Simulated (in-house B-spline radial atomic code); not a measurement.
Settings and results of a run for Xe2+. Computed with a B-spline radial code for spherical atoms: Dirac-Kohn-Sham LDA VWN5, spherical fractional occupations, Fermi nucleus of rms radius 4.7859 fm.

Command:
```bash
python run_scf.py task.json out
```
Settings (nuclear radius in fm, mass in u):
```
Z                54
configuration    [Kr] 4d10 5s2 5p4
hamiltonian      dirac
method           lda,vwn
spin_polarised   False
nucleus          fermi
rms_radius       4.7859
atomic_mass      131.90416
speed_of_light   137.035999084
```

Output (hartree, bohr):
```
 radial grid: 79 intervals, B-splines of order 8, outer radius 53.7037 bohr

 iter        energy (Eh)    residual
    1       -7437.289006    3.97e-01
    2       -7439.253655    3.84e-01
    3       -7442.745923    3.90e-02
    4       -7442.805727    9.30e-03
    5       -7442.807944    3.59e-03
    6       -7442.808288    1.15e-03
    7       -7442.808317    1.16e-04
    8       -7442.808317    1.82e-06
    9       -7442.808317    1.21e-07

 total energy                     -7442.80832
 kinetic                            7904.6934
 electron-nucleus                 -18062.9926
 Hartree                            2896.0107
 exchange-correlation               -180.5198

 first-order corrections (not in the total)
   Gaunt                             6.4372
   retardation                      -0.6664
   frequency dependence             -0.0633
   self-energy                       4.3835
   Uehling                          -0.6077
   Wichmann-Kroll                    0.0144
   recoil                            0.0207

 orbital      occ     eigenvalue          <r>       <r^2>       <1/r>     <1/r^2>     <1/r^3>       r_max    small
 1s1/2      2.000     -1261.5465    0.0266792 0.000965342     58.0548      7379.5           -     0.01717  3.96e-02
 2s1/2      2.000      -196.9786     0.114267    0.015457     13.5762     872.105           -      0.0972  8.49e-03
 2p1/2      2.000      -185.2128    0.0962434   0.0114006     13.5669     280.427           -     0.07439  8.53e-03
 2p3/2      4.000      -173.2987      0.10203   0.0126822     12.4689     211.845     5564.66     0.07928  8.08e-03
 3s1/2      2.000       -40.9036     0.306547    0.107532     4.85117     176.793           -      0.2795  2.53e-03
 3p1/2      2.000       -36.0017     0.296483    0.102175     4.76627     56.8062           -      0.2658  2.47e-03
 3p3/2      4.000       -33.7398     0.308191    0.110177     4.49424     43.3455     1080.48      0.2767  2.35e-03
 3d3/2      4.000       -25.0772     0.278884   0.0920756     4.35372     23.8435     173.965      0.2239  2.24e-03
 3d5/2      6.000       -24.5986     0.282572   0.0943814     4.28404     22.9312     160.365       0.227  2.20e-03
 4s1/2      2.000        -8.0171     0.716741    0.580653     1.97115     39.6194           -      0.6612  7.42e-04
 4p1/2      2.000        -6.2798     0.745562    0.633604     1.86311     12.2341           -      0.6766  6.79e-04
 4p3/2      4.000        -5.8241     0.773805    0.682306     1.77344     9.38719     217.901      0.7011  6.40e-04
 4d3/2      4.000        -3.0082     0.869112    0.881747     1.53059     4.34395     27.3471      0.7432  4.97e-04
 4d5/2      6.000        -2.9345     0.879994    0.903917     1.50823     4.17191     24.9623      0.7517  4.87e-04
 5s1/2      2.000        -1.4539      1.78128     3.56642    0.739157     6.41842           -       1.593  1.47e-04
 5p1/2      1.333        -1.0265      2.03149     4.66627    0.641106      1.7366           -       1.779  1.13e-04
 5p3/2      2.667        -0.9684      2.11195     5.04016    0.613057     1.34698     27.7086       1.851  1.05e-04
```

Time taken, with all properties: 2.4 s on 1 thread of Arm Neoverse V1, on a shared host.

For the Dirac Hamiltonian the kinetic term is c α·p + (β - 1)c².
